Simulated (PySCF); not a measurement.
**La³⁶⁺ (lanthanum, charge +36) across methods**

[Ar] 3d3, high-spin 4F determinant. Computed with PySCF 2.14 in an uncontracted even-tempered set (18 s from 5.9 bohr⁻², ratio 2.5; 12 p from 7.7 bohr⁻², ratio 2.5; 8 d from 7.7 bohr⁻², ratio 2.5; 4 f from 29 bohr⁻², ratio 2.7; 3 g from 43 bohr⁻², ratio 2.7), with the spin-free X2C one-electron Hamiltonian (Gaussian nucleus).

```tsv
method	E (hartree)	mean ε 3p α (eV)	mean ε 3p β (eV)	mean ε 3d α (eV)	Σ⟨r²⟩ (bohr²)	⟨S²⟩
TPSSh	-7521.31	-2674.3	-2659.3	-2427.1	0.9163	3.750
r2SCAN	-7521.34	-2673.3	-2657.8	-2427.1	0.9161	3.750
r2SCANh	-7521.30	-2678.6	-2661.7	-2431.8	0.9161	3.750
UHF	-7519.89786	-2724.9	-2695.7	-2473.0	0.9162	3.750
PBE0	-7520.91	-2681.8	-2665.0	-2434.9	0.9162	3.750
PBE	-7520.90	-2666.8	-2654.0	-2421.7	0.9163	3.750
LDA	-7513.74	-2665.7	-2652.8	-2420.5	0.9169	3.750
```

Spin-orbit coupling is strong in this species (close to jj coupling), so the high-spin LS determinant is a model state, not a physical level.
